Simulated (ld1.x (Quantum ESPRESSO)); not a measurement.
Ranking TM potentials for Pb

All share these settings but for the change named:

```
Element                 : Pb (Z = 82)
Generator               : ld1.x (Quantum ESPRESSO) 7.5
Type                    : norm-conserving Troullier–Martins (Kleinman–Bylander form)
Functional              : PBE
Relativity              : non-relativistic
Frozen core             : [Xe] 4f14 5d10
Valence charge          : 4
Reference configuration : 6s1.5 6p2.5
Partial waves           : 6p (bound): rc 2.65 bohr; 6s (bound): rc 1.85 bohr
Local potential         : the s channel
Core correction         : none
```

Test errors are all-electron minus pseudo excitation energies from the reference, over 6s2 6p2; 6s2 6p1; 6s2 6p0; 6s1 6p3; 6s1 6p0; 6s2 6p2.3; 6s2 6p1.5. None of these files shows a bound ghost.

The base gives 164.6 meV.

Of 8 variants that were run, those that failed, showed a ghost or another fault, or gave nearly equal values are left out.

**Question.** Rank these variants by their largest absolute test error, smallest first.
A. all radii scaled by about 1.15 (s 2.12, p 3.04 bohr)
B. all radii scaled by about 1.40 (s 2.60, p 3.72 bohr)
C. all radii scaled by about 1.23 (s 2.28, p 3.26 bohr)
D. all radii scaled by about 1.30 (s 2.40, p 3.44 bohr)
E. all radii scaled by about 0.92 (s 1.70, p 2.42 bohr)

**Answer.** B (61.8 meV), D (94.4 meV), C (112.2 meV), A (133.1 meV), E (213.1 meV).
